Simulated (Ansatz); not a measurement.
Compare A (`BOC(=C)N`) with its isomer B (`BNC(C)=O`).

Isolated molecules relaxed with PBE0-D4/def2-TZVP in Ansatz; ΔE leaves out vibrations. CCSD(T)/CBS is the MP2 limit (def2-TZVPP, def2-QZVPP) plus CCSD(T) − MP2 in def2-TZVPP, frozen cores. DFT in def2-TZVPP. Each species was taken in one conformer, which may not be the lowest.

**Question.** Which isomer does CCSD(T)/CBS put lower? Give the gap. (An estimate is asked.)

**Answer.** Computed: B, by 21.5 kcal/mol.

**Question.** Give E(B) − E(A) in kcal/mol with MP2/def2-TZVPP, PBE0-D4, CCSD/def2-TZVPP, PBE-D4, CCSD(T)/def2-TZVPP, B2PLYP, ωB97M-V. (An estimate is asked.)

**Answer.** Ansatz gave: MP2/def2-TZVPP -22.9, PBE0-D4 -22.1, CCSD/def2-TZVPP -22.5, PBE-D4 -21.6, CCSD(T)/def2-TZVPP -22.3, B2PLYP -22.4, ωB97M-V -22.2. None reverses the order clearly.

Largest T1 diagnostic: 0.015.

In def2-TZVPP, CCSD(T) changes the Hartree–Fock value by +2.3 kcal/mol (the triples alone add +0.2 kcal/mol) and MP2 by +1.7 kcal/mol.
